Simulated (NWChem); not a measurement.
Species: SiHBrClF; SMILES F[SiH](Cl)Br

```xyz
5

Si    -0.4701     0.5596     0.4306
F     -1.8295     0.8136    -0.3935
Cl     0.8809     1.9809    -0.1314
Br     0.2761    -1.4438    -0.0698
H     -0.7583     0.6578     1.8735
```
Atoms are numbered in this order, from 1.

All runs: NWChem. Pople sets run with spherical d functions. Coordinates come from a PBE0/def2-SVP optimisation. Vzz is the largest principal value of the second derivative of the potential at the nucleus (NWChem prints the opposite sign); η is the asymmetry. Non-relativistic.

| level | Vzz Cl3 (a.u.) | η Cl3 | Vzz Br4 (a.u.) | η Br4 |
|---|---|---|---|---|
| PBE0/6-31G* | 2.142 | 0.04 | 4.279 | 0.03 |
| PBE0/def2-SVP | 2.037 | 0.04 | 4.346 | 0.03 |
| PBE/def2-TZVP | ? | 0.04 | 4.291 | 0.04 |
| PBE/def2-SVP | 2.005 | 0.05 | 4.302 | 0.04 |

Problem. Complete the blanks.

Solution. 
- PBE/def2-TZVP, Vzz Cl3 (a.u.): 2.110
